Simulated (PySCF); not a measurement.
Shapes and spin states of ReO₂⁺

All numbers come from PBE0 in PySCF with Re def2-TZVP with ECP60, O def2-TZVP; scalar-relativistic core potentials, no spin–orbit coupling; density-fitted integrals.

Relaxations began from a few typed shapes and spin states; open shells are unrestricted. The search is not exhaustive: other isomers or separated fragments can lie lower, and high-lying points may rest on an excited occupation.

Task: Which is the lowest minimum found?
A. singlet (closed shell, unstable to spin polarisation) C2v: Re–O 1.641 Å (×2); O–Re–O 103.4°
B. broken-symmetry Ms = 1 (⟨S²⟩ 3.70) Cs: O–O 1.218 Å, Re–O 1.869 Å; O–O–Re 143.6°
C. singlet (closed shell, unstable to spin polarisation) C2v: O–O 1.414 Å, Re–O 1.807 Å (×2); O–O–Re 67.0° (×2), O–Re–O 46.1°
D. triplet C2v: Re–O 1.659 Å (×2); O–Re–O 111.9°

Result: D. The others lie at 42.0 (singlet C2v), 477.7 (broken-symmetry Ms = 1 Cs), 526.6 (singlet C2v) kJ/mol above it.

Formally Re is in oxidation state +5, d2, with 2 unpaired electrons (the high-spin count). The Mulliken spin on Re is 1.94. The polar-tensor charge on Re, 1.87, is far below the formal one.

For the lowest minimum: open d and f shells are described by one determinant, and the ground state may have another occupation or spin. With an element this heavy the missing spin–orbit coupling can shift these numbers.
